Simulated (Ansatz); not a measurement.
Harmonic frequencies (cm⁻¹) at PBE0-D4/def2-TZVP from Ansatz: 159, 159, 426, 669, 713, 738, 996, 1095, 1118, 1467, 3081, 3150.

Question: Which molecule is it?
A. `[Cl][Al]1[CH2][O]1`
B. `CB(O)C=O`
C. `NC(O)(F)F`
D. `FC1=CC1Cl`

Answer: A.
